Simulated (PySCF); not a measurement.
C₃H₇BF₂O, SMILES CC[C@@H](F)B(O)F. Geometry: PBE-D3(BJ)/def2-SVP. The structure was generated by enumeration; whether it is a known compound was not checked. One conformer was computed; it need not be the lowest.

Task: Give the equilibrium geometry at PBE-D3(BJ)/def2-SVP (PySCF confirms it by a frequency run) as bond lengths and angles. (An estimate is asked for; the answer gives what the named calculation found.)

Result: This is not unique; one that fits is 
Atoms: C1 C2 C3 F4 B5 O6 F7 H8 H9 H10 H11 H12 H13 H14. Bonded distances (Å): C1–C2 1.529, C1–H8 1.108, C1–H9 1.108, C1–H10 1.111, C2–C3 1.532, C2–H11 1.115, C2–H12 1.111, C3–F4 1.403, C3–B5 1.599, C3–H13 1.119, B5–O6 1.361, B5–F7 1.335, O6–H14 0.973. Angles (°): C2–C1–H8 110.0, C2–C1–H9 111.8, C2–C1–H10 111.3, H8–C1–H9 108.2, H8–C1–H10 107.7, H9–C1–H10 107.8, C1–C2–C3 113.1, C1–C2–H11 110.9, C1–C2–H12 110.3, C3–C2–H11 108.6, C3–C2–H12 108.4, H11–C2–H12 105.3, C2–C3–F4 109.0, C2–C3–B5 114.0, C2–C3–H13 108.4, F4–C3–B5 110.0, F4–C3–H13 107.1, B5–C3–H13 108.0, C3–B5–O6 123.4, C3–B5–F7 120.1, O6–B5–F7 116.4, B5–O6–H14 112.7.
Charge 0, spin multiplicity 1.
